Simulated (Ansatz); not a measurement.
Reaction (ligand exchange at a B–C bond): `OBCCCl` + CH₃OH → `COBO` + `CCCl`

Gas-phase electronic energies from Ansatz, PBE0-D4/def2-TZVP geometries. CBS: MP2 limit from def2 TZ/QZ plus the TZ coupled-cluster correction, frozen cores. This one scheme is used for every species. DFT in def2-TZVPP. B3LYP here is the variant with VWN-RPA as its local correlation; programs differ in this. Each species was taken in one conformer, which may not be the lowest.

`OBCCCl`:

Z-matrix (Å, degrees):
```
C
B 1 1.570
C 1 1.511 2 113.5
H 1 1.102 2 107.0 3 -118.6
H 1 1.094 2 111.3 3 125.7
O 2 1.352 1 118.8 3 -147.5
H 2 1.205 1 121.3 3 34.9
Cl 3 1.794 1 110.7 2 61.0
H 3 1.090 1 111.8 2 -56.8
H 3 1.089 1 113.0 2 179.7
H 6 0.960 2 113.4 1 -178.1
```

CH₃OH:

Z-matrix (Å, degrees):
```
C
O 1 1.409
H 1 1.097 2 112.4
H 1 1.090 2 107.0 3 -118.5
H 1 1.097 2 112.4 3 123.0
H 2 0.959 1 108.5 3 -61.6
```

`COBO`:

```xyz
9

C     0.567   -0.452    1.146
O    -0.391   -0.352    0.116
B    -0.238    0.509   -0.919
O    -1.188    0.571   -1.885
H     1.411    0.223    0.976
H     0.936   -1.479    1.195
H     0.098   -0.204    2.101
H     0.719    1.224   -1.010
H    -1.913   -0.040   -1.720
```

`CCCl`:

Z-matrix (Å, degrees):
```
C
C 1 1.507
H 1 1.091 2 111.0
H 1 1.094 2 109.6 3 119.7
H 1 1.091 2 111.0 3 -120.6
Cl 2 1.788 1 111.4 3 60.3
H 2 1.089 1 111.9 3 179.1
H 2 1.089 1 111.9 3 -58.5
```

**Question.** Is it downhill or uphill in electronic energy at CCSD(T)/CBS, and by how much? (Best estimate.)

**Answer.** Ansatz gave: Downhill: ΔE = -1.42 eV.

**Question.** What do these levels give: r2SCAN-D4, B3LYP-D4, ωB97M-V, B3LYP, MP2/def2-TZVPP, MP2/CBS(def2)? (Best estimate.)

**Answer.** Ansatz gave: r2SCAN-D4 -1.47, B3LYP-D4 -1.47, ωB97M-V -1.43, B3LYP -1.51, MP2/def2-TZVPP -1.44, MP2/CBS(def2) -1.42 eV.

Largest T1 diagnostic among the species: 0.013.

In def2-TZVPP, CCSD(T) changes the Hartree–Fock value by +0.13 eV (the triples alone add +0.01 eV) and MP2 by +0.13 eV. The D4 term adds +0.04 eV with B3LYP and +0.02 eV with PBE0; it sums over pairs of atoms, weighted by their polarisabilities, and B3LYP, whose exchange is more repulsive, gets the larger term.
